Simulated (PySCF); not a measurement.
# C₆ coefficients of unlike pairs at PBE

Calculated with PySCF 2.14 from the dipole response of each species, C₆(A,B) = (3/π) ∫ α_A(iu) α_B(iu) du, in atomic units, from isotropic polarisabilities. For ions this is the dispersion term alone; charge-induced terms of lower order in 1/R come first.

```tsv
species	configuration	basis	relativity	α (bohr³)	C₆ (like pair)
Se⁺	[Ar] 3d10 4s2 4p3 (4S)	aug-cc-pVTZ-PP with ECP10MDF (6s5p4d2f)	core potential	14.53	88.90
Ni	[Ar] 3d8 4s2 (3F)	aug-cc-pVDZ (7s6p4d2f)	none	49.07	390.8
Mo	[Kr] 4d5 5s1 (7S)	aug-cc-pVTZ-PP with ECP28MDF (6s6p5d3f2g)	core potential	72.97	761.1
In²⁺	[Kr] 4d10 5s1 (2S)	aug-cc-pwCVDZ-PP with ECP28MDF (6s5p4d1f)	core potential	12.57	54.20
```

**Question.** Estimate C₆ for Ni with Se⁺.

**Answer.** The integral gives 171.5. The combination rule 2 C_A C_B / (C_A α_B/α_A + C_B α_A/α_B) gives 167.0 and the geometric mean 186.4.

No spin-orbit coupling is included.

The other pairs:

```
     pair     C₆
 In²⁺, Ni  135.4
 In²⁺, Mo  188.9
   Mo, Ni  544.4
In²⁺, Se⁺  68.31
  Mo, Se⁺  239.2
```
